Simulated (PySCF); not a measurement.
Si(F)2(Et)(NH2) (C2H7F2NSi), SMILES F[Si](CC)(N)F. Atoms are numbered in the order given.

```xyz
13

C     -1.9393    -1.1798     0.7995
C     -1.2795     0.2060     0.7489
Si     0.3482     0.2214    -0.1415
N      1.5004    -0.7940     0.5998
F      0.8377     1.7666    -0.2904
F      0.1991    -0.2933    -1.6733
H     -1.2832    -1.9153     1.2908
H     -2.1451    -1.5560    -0.2150
H     -2.8938    -1.1559     1.3483
H     -1.1125     0.5979     1.7690
H     -1.9403     0.9412     0.2576
H      1.6379    -0.7847     1.6049
H      2.3401    -1.0856     0.1093
```
Charge 0, spin multiplicity 1.

Geometry: B3LYP-D3(BJ)/def2-SVP. The values are those of a single conformer.

Method: PBE/def2-TZVP run with PySCF.

The molecule is in vacuum.

Computed frontier levels, gap, dipole moment and polarisability:
The highest occupied level is -6.59 eV, the lowest empty level is -0.25 eV and the orbital gap is 6.34 eV. The dipole moment is 2.62 D and the quadrupole, principal values (traceless, Buckingham form, about the centre of nuclear charge) is -8.30, -0.68, 8.98 D·Å. The mean static polarisability is 55.8 bohr³ (8.26 Å³) and the polarisability, principal values is 50.7, 55.0, 61.5 bohr³.
